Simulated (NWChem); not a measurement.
Molecule: AlNH₄; SMILES [NH2][AlH2]

All runs: NWChem. The geometry was optimised at B3LYP/6-31G* (spherical d).

What does the run give for B3LYP/def2-TZVP? Quantities: highest occupied level (eV); orbital gap (eV); dipole (D).

The highest occupied level (eV) is -7.27 and the orbital gap (eV) is 6.40. The dipole (D) comes out as 1.23.
